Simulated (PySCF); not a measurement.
Computed with PBE-D3(BJ)/def2-TZVP // PBE0-D3(BJ)/def2-TZVP in PySCF. Isolated molecules, 0 K electronic values unless said otherwise. One relaxed conformer stands for a flexible species; it need not be the lowest. Excitations are Tamm–Dancoff values on a coarser integration grid. The basis has no diffuse functions, so Rydberg states are missing or too high.

Reference species (SMILES): `C=[SiH2]` (neutral, multiplicity 1).

* **T1 excitation (TDA)**: 2.68 eV
* **S1 excitation (TDA)**: 5.63 eV

Changed species: `C=[SiH]CC#N` (X = cyanomethyl; the reference has X = H).

What does the change do to the T1 excitation (TDA) and S1 excitation (TDA)?

the T1 excitation (TDA) increases by 0.15 eV, to 2.83 eV; the S1 excitation (TDA) decreases by 0.33 eV, to 5.30 eV.
